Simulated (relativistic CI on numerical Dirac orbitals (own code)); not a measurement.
# Line list: Electric-dipole lines, Ca4+

Method of calculation: Dirac-Coulomb-Breit CI, separate exchange-only KLI orbitals for each configuration, model QED (radiative potential, 1s self-energy scaled to tabulated hydrogen-like ionisation energies), valence Slater integrals scaled by 0.85, P86 correlation energy added to each configuration (own radial code, finite nucleus).

CI space (outside the closed core [Ne]): 3s²3p⁴, 3s3p⁵, 3s²3p³3d, 3p⁶, 3s3p⁴3d, 3s²3p³4s, 3s²3p³4p, 3s²3p³4d, 3p⁵3d, 3s3p³3d², 3s²3p³4f, 3s²3p³5s, 3s²3p³5p, 3s3p⁴4s, 3s²3p³5d, 3s²3p³5f, 3s²3p³6s, 3s²3p³5g, 3s²3p³6p, 3s3p⁴4p, 3s²3p³6d, 3s3p⁴4d, 3s3p⁴4f, 3s3p⁴5s, 3s²3p²3d4p, 3s3p⁴5p, 3s3p⁴5d, 3s3p⁴5f, 3s3p⁴6s, 3s3p⁴5g, 3s3p⁴6p, 3s3p⁴6d, 3p⁵4s, 3s²3p²3d², 3s²3p3d³, 3s3p²3d³, 3s²3p3d²4s, 3s²3p3d²4p, 3s²3p3d²4d, 3p⁴3d², 3p³3d³, 3p³3d²4s, 3p³3d²4p, 3p³3d²4d, 3s²3p²3d4s, 3s3p²3d²4s, 3s²3p3d4s², 3s²3p3d4s4p, 3s²3p3d4s4d. Double excitations out of closed p, d and f shells are left out; levels of such configurations are missing from the list, as are those of other unlisted configurations, and high levels can miss mixing partners. These lack a partner that the ground configuration has and come out too high: 3s²3p³4f, 3s²3p³5s, 3s²3p³5p, 3s²3p³5d, 3s²3p³5f.

```csv
λ vac (nm),Lower,Upper,A (s⁻¹),gf,Branching (%)
31.914,3s²3p³3d ⁵D°3 [13],3s²3p³4f ⁵F4 [242],2.54e+10,3.49e+00,77.0
31.923,3s²3p³3d ⁵D°4 [14],3s²3p³4f ⁵F5 [241],3.15e+10,5.29e+00,96.3
32.133,3s3p⁵ ³P°2 [6],3s3p⁴3d ³D3 [140],6.26e+10,6.78e+00,97.2
32.339,3s²3p⁴ ¹D2 [4],3s²3p³3d ¹F°3 [46],8.00e+10,8.78e+00,100.0
32.431,3s²3p³3d ³G°5 [24],3s²3p³4f ³H6 [303],4.13e+10,8.46e+00,97.2
32.441,3s²3p³3d ³F°4 [27],3s²3p³4f ³G5 [368],3.33e+10,5.78e+00,90.0
32.466,3s²3p⁴ ³P2 [1],3s²3p³3d ³D°3 [42],7.28e+10,8.05e+00,100.0
32.470,3s²3p³3d ³G°3 [22],3s²3p³4f ³H4 [301],3.47e+10,4.94e+00,73.5
32.476,3s²3p³3d ³G°4 [23],3s²3p³4f ³H5 [302],3.18e+10,5.53e+00,64.5
32.517,3s²3p⁴ ³P0 [3],3s²3p³3d ³D°1 [44],4.12e+10,1.96e+00,56.8
32.542,3s²3p⁴ ³P1 [2],3s²3p³3d ³D°2 [43],5.58e+10,4.43e+00,77.1
32.667,3s3p⁵ ³P°2 [6],3s3p⁴3d ³P2 [136],4.49e+10,3.59e+00,86.5
32.728,3s²3p³3d ⁵D°4 [14],3s²3p²3d² ⁵D4 [210],5.73e+10,8.29e+00,82.5
32.915,3s²3p³3d ¹G°4 [25],3s²3p³4f ¹H5 [310],3.37e+10,6.02e+00,69.6
33.061,3s²3p³3d ⁵D°4 [14],3s²3p²3d² ⁵P3 [206],3.70e+10,4.24e+00,67.2
33.130,3s²3p⁴ ¹D2 [4],3s²3p³3d ¹D°2 [45],5.67e+10,4.67e+00,99.3
33.170,3s²3p⁴ ¹S0 [5],3s²3p³3d ¹P°1 [47],6.52e+10,3.22e+00,99.2
33.651,3s²3p⁴ ³P2 [1],3s²3p³3d ³S°1 [38],4.80e+10,2.44e+00,91.9
33.668,3s²3p⁴ ³P2 [1],3s²3p³3d ³P°2 [37],4.93e+10,4.19e+00,78.4
35.439,3s²3p⁴ ¹D2 [4],3s²3p³3d ¹P°1 [41],4.38e+10,2.48e+00,77.7
```

Terms are leading LS components. Brackets give the number of a level in order of energy, since labels repeat. The list gives strong lines, with weight on those to low levels, without lines whose two gauges differ by over a factor of 2.5, among the lowest 400 of 6500 levels, so that lines to higher ones, which can be the strongest, are missing, and without 2 lines that miss the measured interval by over 7 %, start from a term whose rates miss tabulated ones by over 60 %, have gauges far apart or, lacking measured levels, span too small a gap for the errors found; lines with a level outside our table were not tested and can miss by more. Levels whose partners in the same complex of configurations lie outside the list can be far off, and so can their lines. Rates are taken at the computed energies, electric ones in the length gauge.

At this charge configurations can still be misplaced by up to about 7 % of their energy. 20 of the 27 excited levels that our extract of the measured tables holds in this range could be paired (the sources list more); they are missed by 11040 cm⁻¹ on average and 27626 at most, and levels without a partner can miss by more.

LS names give the leading component of a level, which can be under half, so a name can repeat, a term be missing and a line seem to break the LS rules.
